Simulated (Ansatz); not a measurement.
Species: [Ti(Cl)3(H)] (charge 0, multiplicity 1).

**Question.** Give a relaxed geometry from r2SCAN-D4/def2-SVP run with Ansatz (a program for electronic structure).

**Answer.** the end point of this relaxation.
Z-matrix (Å, degrees):
```
Ti
H 1 1.6648
Cl 1 2.1636 2 103.25
Cl 1 2.1636 2 103.25 3 -119.97
Cl 1 2.1636 2 103.24 4 -120.02
```
